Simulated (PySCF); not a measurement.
C₄H₁₂OSi, SMILES CC[Si@H](C)OC. Geometry: PBE-D3(BJ)/def2-SVP. The structure was generated by enumeration; whether it is a known compound was not checked. One conformer was computed; it need not be the lowest.

Computed equilibrium geometry at PBE-D3(BJ)/def2-SVP (PySCF confirms it by a frequency run) as bond lengths and angles (one conformer of several):
Atoms: C1 C2 Si3 C4 O5 C6 H7 H8 H9 H10 H11 H12 H13 H14 H15 H16 H17 H18. Bond lengths (Å): C1–C2 1.535, C1–H7 1.110, C1–H8 1.109, C1–H9 1.110, C2–Si3 1.894, C2–H10 1.113, C2–H11 1.113, Si3–C4 1.887, Si3–O5 1.693, Si3–H12 1.503, C4–H13 1.109, C4–H14 1.110, C4–H15 1.109, O5–C6 1.410, C6–H16 1.110, C6–H17 1.116, C6–H18 1.116. Angles (°): C2–C1–H7 111.4, C2–C1–H8 111.3, C2–C1–H9 112.2, H7–C1–H8 106.7, H7–C1–H9 107.4, H8–C1–H9 107.6, C1–C2–Si3 113.8, C1–C2–H10 110.9, C1–C2–H11 110.7, Si3–C2–H10 107.6, Si3–C2–H11 108.2, H10–C2–H11 105.2, C2–Si3–C4 110.7, C2–Si3–O5 110.3, C2–Si3–H12 110.3, C4–Si3–O5 111.2, C4–Si3–H12 110.6, O5–Si3–H12 103.6, Si3–C4–H13 111.7, Si3–C4–H14 110.5, Si3–C4–H15 111.0, H13–C4–H14 107.5, H13–C4–H15 108.1, H14–C4–H15 107.9, Si3–O5–C6 123.0, O5–C6–H16 108.8, O5–C6–H17 112.7, O5–C6–H18 112.7, H16–C6–H17 107.5, H16–C6–H18 107.5, H17–C6–H18 107.5.
Charge 0, spin multiplicity 1.
